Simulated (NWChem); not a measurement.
System: SnH$_{3}$ cation; SMILES [SnH3+]

The following NWChem deck was run.

```
start job
memory heap 200 mb stack 900 mb global 1100 mb
charge 1
geometry units angstroms
  Sn     0.000000     0.000000     0.000000
  H      1.209620     1.209620     0.000000
  H      0.442752    -1.652371     0.000000
  H     -1.652371     0.442752     0.000000
end
basis spherical
  * library def2-tzvp
end
ecp
  Sn library def2-ecp
end
dft
  xc pbe0
  iterations 150
end
driver
  maxiter 120
end
task dft optimize
dft
  grid fine
  convergence energy 1d-8 density 1d-7
end
task dft freq numerical
```

def2 effective core potentials on Sn; no spin-orbit coupling.

The level has its own optimisation; frequencies are unscaled.

Task: Give the results of this calculation. (PBE0/def2-TZVP with def2 effective core potentials on Sn.) Quantities: r H–Sn (Å); highest harmonic frequency (cm⁻¹); lowest (cm⁻¹); zero-point energy (kcal/mol).

Result: 
```json
{
  "r H–Sn (Å)": "1.686",
  "highest harmonic frequency (cm⁻¹)": "2054",
  "lowest (cm⁻¹)": "677",
  "zero-point energy (kcal/mol)": "11.6"
}
```
